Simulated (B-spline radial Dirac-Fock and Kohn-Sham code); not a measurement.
Relative intensities of the K lines, Ba to Hf

Level of theory: a relativistic independent-particle model: LDA orbitals of the hole state, radiative multipoles to third order, Auger rates from the Coulomb interaction with a continuum orbital, Dirac-Fock energies; a radial B-spline solver. Each entry is the share of the radiative K rate in per cent; values in brackets are the Scofield rates tabulated in xraylib.

```
 Z  element          Kα2          Kα1          Kβ3          Kβ1         Kβ2'  radiative width (eV)
56       Ba  28.7 (28.4)  52.9 (52.4)  4.99 (5.25)  9.69 (10.2)  2.05 (2.18)                  11.6
57       La  28.7 (28.4)  52.7 (52.2)  5.01 (5.27)  9.74 (10.2)  2.10 (2.21)                  12.5
58       Ce  28.7 (28.4)  52.6 (52.1)  5.04 (5.30)  9.80 (10.3)  2.13 (2.25)                  13.5
59       Pr  28.7 (28.5)  52.5 (52.0)  5.07 (5.32)  9.86 (10.3)  2.13 (2.27)                  14.5
60       Nd  28.7 (28.5)  52.3 (51.9)  5.10 (5.34)  9.91 (10.3)  2.15 (2.29)                  15.6
61       Pm  28.7 (28.5)  52.2 (51.7)  5.13 (5.37)  9.96 (10.4)  2.17 (2.32)                  16.7
62       Sm  28.8 (28.5)  52.1 (51.6)  5.15 (5.39)  10.0 (10.4)  2.19 (2.34)                  17.8
63       Eu  28.8 (28.5)  51.9 (51.5)  5.18 (5.41)  10.1 (10.5)  2.21 (2.36)                  19.1
64       Gd  28.8 (28.6)  51.8 (51.4)  5.20 (5.43)  10.1 (10.5)  2.24 (2.39)                  20.4
65       Tb  28.8 (28.6)  51.7 (51.3)  5.22 (5.45)  10.1 (10.5)  2.24 (2.39)                  21.7
66       Dy  28.9 (28.6)  51.6 (51.2)  5.24 (5.47)  10.2 (10.6)  2.26 (2.41)                  23.2
67       Ho  28.9 (28.7)  51.5 (51.1)  5.26 (5.49)  10.2 (10.6)  2.27 (2.43)                  24.7
68       Er  28.9 (28.7)  51.3 (51.0)  5.28 (5.50)  10.3 (10.6)  2.28 (2.44)                  26.2
69       Tm  28.9 (28.8)  51.2 (50.9)  5.30 (5.52)  10.3 (10.7)  2.30 (2.45)                  27.9
70       Yb  29.0 (28.8)  51.1 (50.8)  5.32 (5.54)  10.3 (10.7)  2.31 (2.46)                  29.6
71       Lu  29.0 (28.8)  51.0 (50.6)  5.33 (5.55)  10.4 (10.7)  2.33 (2.49)                  31.4
72       Hf  29.0 (28.9)  50.8 (50.5)  5.34 (5.57)  10.4 (10.8)  2.35 (2.51)                  33.3
```

Values without a named source are computed, but for edge energies of neutral atoms, which are taken from tables.
